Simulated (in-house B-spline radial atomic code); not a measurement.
Inner levels of thallium as electrons are removed. A shift is the extra binding of the orbital against the neutral atom ([Xe] 4f14 5d10 6s2 6p1). The density at the nucleus is averaged over the nuclear charge. Computed with a radial B-spline atomic code at the basis-set limit: Dirac-Hartree-Fock, average of the configuration, finite nuclei.

| ion | configuration | shift of 5s1/2 (eV) | shift of 1s1/2 (eV) | shift of 4d5/2 (eV) | radius of 5s1/2 (bohr) | radius of 1s1/2 (bohr) | radius of 4d5/2 (bohr) | Σ<r²> (bohr²) | change of density at nucleus (bohr⁻³) |
| --- | --- | --- | --- | --- | --- | --- | --- | --- | --- |
| Tl | [Xe] 4f14 5d10 6s2 6p1 | 0 | 0 | 0 | 0.88929 | 0.01632 | 0.44326 | 71.454 | - |
| Tl+ | [Xe] 4f14 5d10 6s2 | 7.2655 | 7.2912 | 7.2597 | 0.88932 | 0.01632 | 0.44325 | 52.428 | 31.4 |
| Tl2+ | [Xe] 4f14 5d10 6s1 | 17.59 | 17.797 | 17.703 | 0.89046 | 0.01632 | 0.44323 | 44.025 | -138.96 |
| Tl3+ | [Xe] 4f14 5d10 | 28.799 | 29.302 | 29.105 | 0.89102 | 0.01632 | 0.44319 | 37.167 | -362.07 |
| Tl4+ | [Xe] 4f14 5d9 | 45.417 | 46.708 | 46.33 | 0.88748 | 0.01632 | 0.44345 | 33.771 | -325.75 |
| Tl5+ | [Xe] 4f14 5d8 | 62.971 | 65.356 | 64.683 | 0.88348 | 0.01632 | 0.44341 | 30.82 | -281.61 |
| Tl6+ | [Xe] 4f14 5d7 | 81.353 | 85.153 | 84.061 | 0.8791 | 0.01632 | 0.44334 | 28.202 | -230.03 |
| Tl7+ | [Xe] 4f14 5d6 | 100.48 | 106.03 | 104.38 | 0.87442 | 0.01632 | 0.44324 | 25.845 | -171.23 |
| Tl8+ | [Xe] 4f14 5d5 | 120.3 | 127.93 | 125.59 | 0.8695 | 0.01632 | 0.4431 | 23.699 | -105.51 |
| Tl9+ | [Xe] 4f14 5d4 | 140.75 | 150.82 | 147.62 | 0.86438 | 0.01632 | 0.44293 | 21.728 | -33.05 |
| Tl10+ | [Xe] 4f14 5d3 | 161.79 | 174.66 | 170.45 | 0.85911 | 0.01632 | 0.44273 | 19.906 | 45.97 |
| Tl11+ | [Xe] 4f14 5d2 | 183.39 | 199.43 | 194.03 | 0.85373 | 0.01632 | 0.44249 | 18.211 | 131.35 |
| Tl12+ | [Xe] 4f14 5d1 | 205.53 | 225.09 | 218.34 | 0.84827 | 0.01632 | 0.44221 | 16.627 | 223.01 |
| Tl13+ | [Xe] 4f14 | 228.18 | 251.64 | 243.35 | 0.84274 | 0.01632 | 0.44189 | 15.141 | 320.77 |
| Tl14+ | [Kr] 4d10 4f14 5s2 5p5 | 251.35 | 283.11 | 271.83 | 0.83589 | 0.01632 | 0.44125 | 14.012 | 411.71 |
| Tl15+ | [Kr] 4d10 4f14 5s2 5p4 | 274.86 | 315.35 | 300.85 | 0.82919 | 0.01632 | 0.44059 | 12.93 | 505 |
| Tl16+ | [Kr] 4d10 4f14 5s2 5p3 | 298.73 | 348.37 | 330.4 | 0.82263 | 0.016319 | 0.43989 | 11.893 | 600.64 |
| Tl17+ | [Kr] 4d10 4f14 5s2 5p2 | 322.93 | 382.15 | 360.48 | 0.8162 | 0.016319 | 0.43915 | 10.895 | 698.58 |
